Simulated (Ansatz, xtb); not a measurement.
C6H3BrN2: which of two isomers lies lower

Structure I is `C#Cc1cncc(Br)n1`, a singlet and structure II is `C#Cc1nccnc1Br`, a singlet. Both are isolated molecules in the gas phase, relaxed with PBE-D3(BJ)/def2-SVP.

Quicker runs give these differences E(II) − E(I): GFN2-xTB +0.16 kcal/mol; HF/STO-3G +0.56 kcal/mol (at GFN2-xTB geometries); r2SCAN-D4/def2-SVP +0.76 kcal/mol (at GFN2-xTB geometries).

Question: Estimate E(II) − E(I) at the level CCSD(T)/def2-SVP + ΔMP2/def2-TZVPP.

Answer: CCSD(T)/def2-SVP + ΔMP2/def2-TZVPP gives E(II) − E(I) = +0.81 kcal/mol, slightly favouring structure I, which is too small a margin to settle the true order.

The same difference at several levels:

| level | geometry | E(II) − E(I) (kcal/mol) | departure from the last row (kcal/mol) | job, with rough time for the two |
| --- | --- | --- | --- | --- |
| GFN2-xTB | GFN2-xTB | +0.16 | −0.65 | optimisation, 0.14 s |
| HF/STO-3G | GFN2-xTB | +0.56 | −0.25 | single point, 0.94 s |
| r2SCAN-D4/def2-SVP | GFN2-xTB | +0.76 | −0.06 | single point, 8.7 s |
| PBE-D3(BJ)/def2-SVP | PBE-D3(BJ)/def2-SVP | +0.59 | −0.22 | optimisation, 49 s |
| HF/def2-SVP | PBE-D3(BJ)/def2-SVP | +2.17 | +1.35 | part of the CCSD(T) run |
| MP2/def2-SVP | PBE-D3(BJ)/def2-SVP | +0.67 | −0.14 | part of the CCSD(T) run |
| CCSD(T)/def2-SVP | PBE-D3(BJ)/def2-SVP | +1.11 | +0.30 | single point |
| CCSD(T)/def2-SVP + ΔMP2/def2-TZVPP | PBE-D3(BJ)/def2-SVP | +0.81 |  | single point, 6.1 min |

As drawn, both hold the same kinds of bond in the same numbers.

The largest departure from CCSD(T)/def2-SVP + ΔMP2/def2-TZVPP is that of HF/def2-SVP, 1.35 kcal/mol. The last row adds to CCSD(T) the change of the MP2 difference between the two basis sets, here −0.30 kcal/mol.

With thermal terms from frequencies at re-optimised GFN2-xTB minima (ideal gas, soft modes damped towards free rotors, one conformer each, 298.15 K, 1 atm): the zero-point term adds +0.02 kcal/mol; ΔH is +0.82 and ΔG +0.90 kcal/mol.

The correlated steps freeze 17 core orbitals; the filled d shell of Br is correlated, in a basis made for valence electrons. Programs: Ansatz 0.2.0, xtb 6.7.1; the last row on 2 threads of Arm Neoverse V2 on a shared host.
